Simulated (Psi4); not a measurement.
H4NSi, charge -2, doublet, geometry from GFN2-xTB of the parent state (a state made from the parent by changing its charge; the spin is typed, not shown lowest) (a gas-phase anion, which may not be bound at this level); Psi4 1.11 with TPSS/3-21G.

The Psi4 input:
```
memory 2 GB

molecule mol {
-2 2
N     1.060816   -0.446749   -0.278868
Si   -0.432845    0.146065    0.084595
H     1.844198    0.031176    0.166232
H    -0.949830    0.136331    1.526224
H    -1.448068   -0.671379   -0.651863
H    -0.812176    1.586205   -0.272849
}

set {
  basis 3-21g
  reference uks
}

energy('tpss')
print_variables()
```

What the program printed (banner, timings and long lists left out):

```
   => Loading Basis Set <=

    Name: 3-21G
    Role: ORBITAL
    Keyword: BASIS

         ---------------------------------------------------------
                                   SCF
               by Justin Turney, Rob Parrish, Andy Simmonett
                          and Daniel G. A. Smith
                              UKS Reference
         ---------------------------------------------------------

  ==> Geometry <==

    Molecular point group: c1
    Full point group: C1

    Geometry (in Angstrom), charge = -2, multiplicity = 2:

       Center              X                  Y                   Z               Mass
    ------------   -----------------  -----------------  -----------------  -----------------
         N            1.031074433393    -0.423306775419    -0.262251440402    14.003074004430
         SI          -0.462586566607     0.169507224581     0.101211559598    27.976926534650
         H            1.814456433393     0.054618224581     0.182848559598     1.007825032230
         H           -0.979571566607     0.159773224581     1.542840559598     1.007825032230
         H           -1.477809566607    -0.647936775419    -0.635246440402     1.007825032230
         H           -0.841917566607     1.609647224581    -0.256232440402     1.007825032230

  Running in c1 symmetry.

  Rotational constants: A =      2.66677  B =      0.48187  C =      0.46950 [cm^-1]
  Rotational constants: A =  79947.72488  B =  14446.08149  C =  14075.24963 [MHz]
  Nuclear repulsion =   58.280238151306214

  Charge       = -2
  Multiplicity = 2
  Electrons    = 27
  Nalpha       = 14
  Nbeta        = 13

  ==> Algorithm <==

  SCF Algorithm Type is DF.
  DIIS enabled.
  MOM disabled.
  Fractional occupation disabled.
  Guess Type is SAD.
  Energy threshold   = 1.00e-06
  Density threshold  = 1.00e-06
  Integral threshold = 1.00e-12

  ==> Primary Basis <==

  Basis Set: 3-21G
    Blend: 3-21G
    Number of shells: 20
    Number of basis functions: 30
    Number of Cartesian functions: 30
    Spherical Harmonics?: false
    Max angular momentum: 1

  ==> DFT Potential <==

   => LibXC <=

    Version 7.1.2
    S. Lehtola, C. Steigemann, M. J. T. Oliveira, and M. A. L. Marques,  SoftwareX 7, 1–5 (2018) (10.1016/j.softx.2017.11.002)

   => Composite Functional: TPSS <=

    TPSS Meta-GGA XC Functional

    J. Tao, et al., Phys. Rev. Lett., 91, 146401, 2003

    Deriv               =              1
    GGA                 =           TRUE
    Meta                =           TRUE

    Exchange Hybrid     =          FALSE
    MP2 Hybrid          =          FALSE

   => Exchange Functionals <=

    1.0000   XC_MGGA_X_TPSS

   => Correlation Functionals <=

    1.0000   XC_MGGA_C_TPSS

   => LibXC Density Thresholds  <==

    XC_MGGA_C_TPSS:  1.00E-15
    XC_MGGA_X_TPSS:  1.00E-15

   => Molecular Quadrature <=

    Radial Scheme          =       TREUTLER
    Pruning Scheme         =           NONE
    Nuclear Scheme         =       TREUTLER

    Blocking Scheme        =         OCTREE
    BS radius alpha        =              1
    Pruning alpha          =              1
    Radial Points          =             75
    Spherical Points       =            302
    Total Points           =         130512
    Total Blocks           =           1029
    Max Points             =            256
    Max Functions          =             30
    Weights Tolerance      =       1.00E-15

   => Loading Basis Set <=

    Name: (3-21G AUX)
    Role: JKFIT
    Keyword: DF_BASIS_SCF

  ==> Integral Setup <==

  SCF_SUBTYPE=INCORE selected. In-core MEM_DF algorithm will be used.
  Using in-core AOs.

  ==> MemDFJK: Density-Fitted J/K Matrices <==

    J tasked:                   Yes
    K tasked:                    No
    wK tasked:                   No
    Algorithm:                 Core
    Schwarz Cutoff:           1E-12
    Mask sparsity (%):       0.2222
    Fitting Condition:        1E-10

   => Auxiliary Basis Set <=

  Basis Set: (3-21G AUX)
[...]

  ==> Pre-Iterations <==

  SCF Guess: Superposition of Atomic Densities via on-the-fly atomic UHF (no occupation information).

   -------------------------
    Irrep   Nso     Nmo
   -------------------------
     A         30      30
   -------------------------
    Total      30      30
   -------------------------

  ==> Iterations <==

                           Total Energy        Delta E     RMS |[F,P]|

   @DF-UKS iter SAD:  -344.34119937723290   -3.44341e+02   0.00000e+00
   @DF-UKS iter   1:  -343.88019495049184    4.61004e-01   3.49215e-02 ADIIS/DIIS
   @DF-UKS iter   2:  -340.12804638845512    3.75215e+00   6.68958e-02 ADIIS/DIIS
   @DF-UKS iter   3:  -344.37476540448870   -4.24672e+00   1.09026e-02 ADIIS/DIIS
   @DF-UKS iter   4:  -344.41223406601733   -3.74687e-02   5.18960e-03 ADIIS/DIIS
   @DF-UKS iter   5:  -344.42949385919633   -1.72598e-02   1.59524e-03 ADIIS/DIIS
   @DF-UKS iter   6:  -344.43089964741608   -1.40579e-03   3.41386e-04 ADIIS/DIIS
   @DF-UKS iter   7:  -344.43095154244986   -5.18950e-05   5.29273e-05 DIIS
   @DF-UKS iter   8:  -344.43095344589432   -1.90344e-06   8.64468e-06 DIIS
   @DF-UKS iter   9:  -344.43095350043313   -5.45388e-08   1.98006e-06 DIIS
   @DF-UKS iter  10:  -344.43095350419401   -3.76087e-09   5.47766e-07 DIIS
  Energy and wave function converged.

  ==> Post-Iterations <==

   Electrons on quadrature grid:
      Nalpha   =   13.9999836242 ; deviation = -1.638e-05
      Nbeta    =   13.0000007445 ; deviation = 7.445e-07
      Ntotal   =   26.9999843686 ; deviation = -1.563e-05

   @Spin Contamination Metric:   1.573997292E-03
   @S^2 Expected:                7.500000000E-01
   @S^2 Observed:                7.515739973E-01
   @S   Expected:                5.000000000E-01
   @S   Observed:                5.000000000E-01

    Orbital Energies [Eh]
    ---------------------

    Alpha Occupied:

[...]
    Alpha Virtual:

[...]
      30A      2.661814

    Beta Occupied:

[...]
      13A      0.314641

    Beta Virtual:

[...]
    Final Occupation by Irrep:
              A
    DOCC [    13 ]
    SOCC [     1 ]
    NA   [    14 ]
    NB   [    13 ]

  @DF-UKS Final Energy:  -344.43095350419401

   => Energetics <=

    Nuclear Repulsion Energy =             58.2802381513062144
    One-Electron Energy =                -603.4734873567358591
    Two-Electron Energy =                 230.5291758065094143
    DFT Exchange-Correlation Energy =     -29.7668801052738274
    Empirical Dispersion Energy =           0.0000000000000000
    VV10 Nonlocal Energy =                  0.0000000000000000
    Total Energy =                       -344.4309535041940080

  UHF NO Occupations:
  HONO-2 :   12  A 1.9997307
  HONO-1 :   13  A 1.9996266
  HONO-0 :   14  A 1.0000000
  LUNO+0 :   15  A 0.0003734
  LUNO+1 :   16  A 0.0002693
  LUNO+2 :   17  A 0.0000897
  LUNO+3 :   18  A 0.0000353

Computation Completed

Properties will be evaluated at   0.000000,   0.000000,   0.000000 [a0]

Properties computed using the SCF density matrix

 Multipole Moments:

 ------------------------------------------------------------------------------------
     Multipole            Electronic (a.u.)      Nuclear  (a.u.)        Total (a.u.)
 ------------------------------------------------------------------------------------

 L = 1.  Multiply by 2.5417464519 to convert [e a0] to [Debye]
 Dipole X            :          1.9880258           -1.4050740            0.5829517
 Dipole Y            :         -1.3686341            1.1074846           -0.2611495
 Dipole Z            :         -0.9508715            0.7850149           -0.1658566
 Magnitude           :                                                    0.6599547

 ------------------------------------------------------------------------------------

  Variable Map:
  ----------------------------------------------------------------------------
[...]
  Array Variable Map:
  ----------------------------------------------------------------------------
[...]
[...]
```
